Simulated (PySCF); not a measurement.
CdHBr, SMILES [Br][CdH]. Coordinates come from a B3LYP-D3(BJ)/def2-TZVP optimisation. The def2 effective core potentials stand for the cores of Cd; spin–orbit coupling is left out.

Computed equilibrium geometry at B3LYP-D3(BJ)/def2-TZVP (PySCF confirms it by a frequency run) as a Z-matrix, and its point group:
point group C∞v.
```
Cd
H 1 1.6586
Br 1 2.4421 2 180.00
```
Charge 0, spin multiplicity 1.
